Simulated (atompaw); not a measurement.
**Nd: variants of one PAW (atompaw) potential**

Base potential:

Nd (Z = 60), PAW, made with atompaw 4.2.0.5 (LDA (PW92), scalar-relativistic). Core [Xe], reference 4f3 5d0 6s0 6p0 (charge +3). Waves: 6s (bound, empty): rc 2.95 bohr; 6s channel at -1.2 Ry: rc 2.95 bohr; 6p (bound, empty): rc 2.95 bohr; 6p channel at -0.25 Ry: rc 2.90 bohr; 5d (bound, empty): rc 2.95 bohr; 5d channel at 2.3 Ry: rc 2.95 bohr; 4f (bound): rc 0.95 bohr; 4f channel at -1.8 Ry: rc 0.95 bohr. Local part: bessel scheme, radius 2.75 bohr. Core correction: smooth core density matched at 2.20 bohr. Augmentation charge: sinc compensation charge, radius 2.50 bohr; PAW radius 2.95 bohr; waves and projectors: custom rrkj gramschmidtortho.

Cutoffs, loose and tight: the cutoffs (Ry, on a coarse ladder) from which the occupation-weighted sum of valence levels, in a spherical-Bessel basis at the reference potential, stays within 10 and 1 mRy of its value at 400 Ry. They see the waves, projectors and local potential, not the compensation charge or the core. A dash means not determined.

A true bound ghost makes a file unfit for plane-wave use even where its test errors are small: the radial tests pick states by their node count and pass the ghost by.

```csv
change,outcome,"cutoff, loose","cutoff, tight",bound ghosts
base,generated,160 Ry,260 Ry,"s, p"
wave 6s channel at -1.2 Ry: rc 2.95 bohr becomes 6s channel at -1.2 Ry: rc 2.84 bohr,failed: atompaw: The overlap operator has at least one negative eigenvalue!,–,–,–
"augmentation besselshape compensation charge, radius 2.50 bohr; PAW radius 2.95 bohr; waves and projectors: custom rrkj gramschmidtortho",generated,160 Ry,260 Ry,"s, p"
"local potential bessel scheme, radius 2.34 bohr",generated,160 Ry,260 Ry,"s, p"
"augmentation sinc compensation charge, radius 2.50 bohr; PAW radius 2.95 bohr; waves and projectors: custom rrkj vanderbiltortho",generated,160 Ry,260 Ry,"s, p"
reference 4f4 5d0 6s2 6p0,failed: atompaw: The overlap operator has at least one negative eigenvalue!,–,–,–
"local potential troulliermartins scheme with l = 4 at 0 Ry, radius 2.75 bohr",generated,160 Ry,260 Ry,"s, p"
"core [Kr] 4d10 5s2, valence charge 12; reference 4f4 5p6 5d0 6s2 6p0; waves now 6s (bound): rc 3.00 bohr; 6s channel at 0.45 Ry: rc 3.00 bohr; 5p (bound): rc 2.60 bohr; 6p (bound): rc 2.70 bohr; 5d (bound): rc 3.00 bohr; 5d channel at 1.6 Ry: rc 3.00 bohr; 4f (bound): rc 1.75 bohr; 4f channel at 0.45 Ry: rc 1.75 bohr; local potential bessel scheme, radius 2.45 bohr; core correction smooth core density matched at 2.90 bohr; augmentation sinc compensation charge, radius 2.80 bohr; PAW radius 3.00 bohr; waves and projectors: custom rrkj gramschmidtortho",failed: atompaw: The overlap operator has at least one negative eigenvalue!,–,–,–
core correction smooth core density matched at 1.96 bohr,generated,160 Ry,260 Ry,"s, p"
"augmentation sinc compensation charge, radius 2.92 bohr; PAW radius 2.95 bohr; waves and projectors: custom rrkj gramschmidtortho",generated,160 Ry,260 Ry,"s, p"
wave 6s (bound): rc 2.95 bohr becomes 6s (bound): rc 2.62 bohr,failed: atompaw: The overlap operator has at least one negative eigenvalue!,–,–,–
wave 6s channel at -1.2 Ry: rc 2.95 bohr becomes 6s channel at -1.21 Ry: rc 2.95 bohr,generated,160 Ry,260 Ry,"s, p"
```

What comes out with this change to the base: all radii scaled by about 1.30 (s 3.84, p 3.84, d 3.84, f 1.24 bohr); local potential bessel scheme, radius 3.58 bohr; augmentation sinc compensation charge, radius 3.26 bohr; PAW radius 3.84 bohr; waves and projectors: custom rrkj gramschmidtortho; core correction smooth core density matched at 2.86 bohr?

outcome: generated; cutoff, loose: 90 Ry; cutoff, tight: 140 Ry; bound ghosts: none.
